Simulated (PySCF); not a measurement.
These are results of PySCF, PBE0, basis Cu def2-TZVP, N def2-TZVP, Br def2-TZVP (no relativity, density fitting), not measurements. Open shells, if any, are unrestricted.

**Question.** What spin state, shape and geometry does isolated BrCuN take (every ligand bound to Cu)?

**Answer.** Formally Cu is in oxidation state +4, d7, with 3 unpaired electrons (the high-spin count). The Mulliken spin on Cu is 0.44, so most of the spin sits on the ligands and the formal count fails. The polar-tensor charge on Cu, 0.38, is far below the formal one. The lowest minimum found is a quartet of C∞v symmetry with Cu–Br 2.232 Å, Cu–N 1.762 Å; Br–Cu–N 180.0°. Its harmonic wavenumbers are 33 (π), 285 (σ+), 583 (σ+) cm⁻¹ and its dipole moment is 3.45 D.

This need not be the most stable arrangement of these atoms. Other spin states or occupations of the open shell can lie lower.
